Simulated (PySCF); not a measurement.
**Vertical excitation energies**

C₄H₅ClF₂O₂.
InChI=1S/C4H5ClF2O2/c1-8-3(2-9-3)4(5,6)7/h2H2,1H3/t3-/m1/s1

Theory: PySCF, TDDFT B3LYP/def2-SVPD, vertical, gas phase, core orbitals frozen in the response. The structure is a single GFN2-xTB conformer in the gas phase; no vibrational or solvent corrections. Torsions of this conformer, `[CH3:1][O:2][C@:3]1([C:4]([F:5])([F:6])[Cl:7])[CH2:8][O:9]1`: C1–O2–C3–C4 -78°, O2–C3–C4–F5 -171°.

| state | E (eV) | E (hartree) | f | main configurations (H = HOMO, L = LUMO) |
| --- | --- | --- | --- | --- |
| S1 | 7.16 | 0.2632 | 0.0023 | H→L (70%), H-1→L (26%) |
| S2 | 7.22 | 0.2654 | 0.015 | H-1→L (67%), H→L (28%) |
| S3 | 7.60 | 0.2794 | 0.0097 | H-2→L (72%), H-4→L (24%) |
| S4 | 7.80 | 0.2868 | 0.0008 | H-3→L (90%) |
| S5 | 7.96 | 0.2925 | 0.0061 | H→L+1 (91%) |
| S6 | 8.06 | 0.2963 | 0.0061 | H-4→L (46%), H-1→L+1 (18%), H-2→L (15%) |
| S7 | 8.14 | 0.2991 | 0.0054 | H-1→L+1 (73%), H-4→L (10%) |
| S8 | 8.21 | 0.3016 | 0.023 | H-1→L+3 (65%), H-4→L (16%) |

Triplets, Tamm–Dancoff:

```csv
state,E (eV),λ (nm),"main configurations (H = HOMO, L = LUMO)"
T1,6.67,185.8,"H-1→L (50%), H-3→L (35%)"
T2,6.81,182.0,"H-2→L (31%), H-4→L (27%), H→L (24%)"
T3,7.00,177.2,"H→L (62%), H-2→L (14%), H-4→L (11%)"
```

The lowest singlet comes at 173 nm (691 kJ/mol) in the vacuum ultraviolet; it is very weak; its leading configuration is HOMO→LUMO (70%). The most intense listed level is S8 at 8.21 eV (151 nm, f = 0.023), 1.04 eV above S1. It is the last of those listed, so stronger ones may follow. Löwdin shares by element: HOMO oxygen 52% or more, carbon 17% or more, hydrogen 7% or more (atoms not listed hold the other 23%); LUMO chlorine 58%, carbon 28% or more. Weighted by f, the mean energy of these states is 7.82 eV. The listed states span 1.04 eV, and the widest gap between neighbours is 0.38 eV (S2 to S3). Of the 8 states listed, 2 reach f = 0.01 and none stays under 0.0005. The window holds the lowest 8 singlets.
